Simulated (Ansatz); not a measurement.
System: C4H10Si2 (charge 0, singlet). 
Structure (B3LYP-D3(BJ)/def2-TZVP (Ansatz, an electronic-structure program) minimum search):
```xyz
16

Si     2.6772     0.9986     0.0040
C      2.0855    -0.8017     0.0689
C      0.6626    -0.8839    -0.2042
C     -0.5168    -0.8927    -0.4451
C     -1.9490    -0.8606    -0.6764
Si    -2.7895     0.3699     0.4961
H      4.1331     1.0538     0.2856
H      1.9533     1.7966     1.0185
H      2.4200     1.5603    -1.3409
H      2.6602    -1.3889    -0.6541
H      2.3156    -1.2084     1.0585
H     -2.3943    -1.8495    -0.5294
H     -2.1700    -0.5660    -1.7070
H     -4.2510     0.3824     0.2393
H     -2.2425     1.7260     0.2689
H     -2.5455    -0.0317     1.8995
```
Charge 0, spin multiplicity 1.

Quantity: atomisation energy (electronic, to ground-state atoms), in kcal/mol. Valence correlation only, unless marked. UHF or UKS for open shells. No spin-orbit coupling. No relativistic terms. The coupled-cluster limit lacks core correlation, which all-electron functionals hold. Basis-set limits of correlation are two-point, X^-3; Hartree-Fock from the larger set.

```csv
level,program,atomisation energy (kcal/mol)
HSE06-D4/def2-TZVPD,Ansatz + dftd4,1424.3
wB97M-V/def2-TZVPD,Ansatz,…
RPA@PBE/cc-pV(Q+d)Z,Ansatz,1344.4
SCS-MP2/aug-cc-pV(D+d)Z,Ansatz,1337.3
"CCSD(T)/CBS(cc-pV(T+d)Z,cc-pV(Q+d)Z)",Ansatz,…
```

**Question.** Some entries are withheld; supply them.

**Answer.** 
- wB97M-V/def2-TZVPD, atomisation energy (kcal/mol): 1423.1
- CCSD(T)/CBS(cc-pV(T+d)Z,cc-pV(Q+d)Z), atomisation energy (kcal/mol): 1421.2
